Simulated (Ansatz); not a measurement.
The cluster Li₄⁺, relaxed as a doublet with UKS B3LYP/def2-TZVP in Ansatz, starting from the GFN1-xTB geometry. Force threshold 0.02 eV/Å.

The structure comes from a short search, and lower isomers may exist.

Start:

```
atom   x (Å)   y (Å)   z (Å)
 Li1   1.565  -0.484  -0.559
 Li2  -1.480  -0.777  -0.418
 Li3  -0.193   1.438  -0.547
 Li4   0.108  -0.177   1.524
```

Q: Estimate the energy that the relaxation releases and the steps that it takes.

A: 56.6 kJ/mol, in 12 steps; 7 s on 4 threads of Arm Neoverse V1 on a shared host. No frequencies were taken in this run, so the end may be a saddle point.

Q: Does the start keep its bonding?

A: By distances, no bond broke or formed, bridged metal pairs apart. The bond that changes most is Li1–Li4, from 2.56 to 3.16 Å (atoms count from 1). Metal–metal contacts that move far: Li1–Li4 2.56 to 3.16 Å, Li2–Li3 2.56 to 3.16 Å, Li2–Li4 2.58 to 3.16 Å, Li1–Li3 2.60 to 3.16 Å. The end is the same structure that another start reached, the lowest one found.

Q: Predict the relaxed structure.

A: 
```csv
atom,x (Å),y (Å),z (Å)
Li1,2.8211,0.2778,-0.1397
Li2,-2.8206,-0.2857,0.1336
Li3,-0.1376,0.8486,-1.0863
Li4,0.1371,-0.8407,1.0925
```
Bond lengths (bridged metal pairs left out): 1 × Li–Li 2.77 Å.
